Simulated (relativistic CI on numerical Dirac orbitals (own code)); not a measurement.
# One change at a time: Nb11+

Base calculation: Dirac-Coulomb-Breit CI, KLI orbitals optimised for each configuration, model QED, unscaled Slater integrals.

Configuration list (outside the closed core [Ar] 3d10): 4s2, 4s 4p, 4p2, 4s 4d, 4d2, 4s 4f, 4p 4d, 4f2, 4p 5s, 4p 4f, 4s 5s, 4s 5p, 4d 5s, 4d 4f, 4s 5d, 4s 6s. Levels of other configurations are missing.

The lowest level and the first level of each name with at least 55 % of one term (blank where a level has no safe partner in the second run):

```tsv
Level	Base (cm⁻¹)	Shift (cm⁻¹)
4s2 1S_0	0	0
4s 4p 3P°_0	182698	-9827
4s 4p 3P°_1	189511	-9621
4s 4p 3P°_2	208034	-9743
4s 4p 1P°_1	275495	+896
4p2 3P_0	432045	-9679
4p2 3P_1	446914	-9368
4p2 1D_2	447649	
4p2 3P_2	471367	
4p2 1S_0	520472	-9856
4s 4d 3D_1	578229	-9321
4s 4d 3D_2	579725	-9335
4s 4d 3D_3	582143	-9261
4s 4d 1D_2	629860	-23805
4p 4d 3F°_2	772301	-8397
4p 4d 3F°_3	783734	-7691
4p 4d 1D°_2	797310	-10316
4p 4d 3F°_4	798871	-7501
4p 4d 3D°_1	816242	-9911
4p 4d 3P°_0	830712	-10295
4p 4d 3P°_1	832731	-9925
4p 4d 3D°_3	833537	-8115
```

At this charge energies of transitions that change n are usually good to better than 1 %, and those within a shell (Δn = 0) to a few per cent.

Q: One thing was changed in a second run, which moved the levels as shown. Which?
A. configuration mixing switched off
B. Breit term removed
C. QED terms removed

A: A. Configuration mixing switched off. Without mixing, levels that were pushed by configurations of the same parity and J return to their single-configuration places.

LS names give the leading component of a level, which can be under half, so a name can repeat, a term be missing and a line seem to break the LS rules.
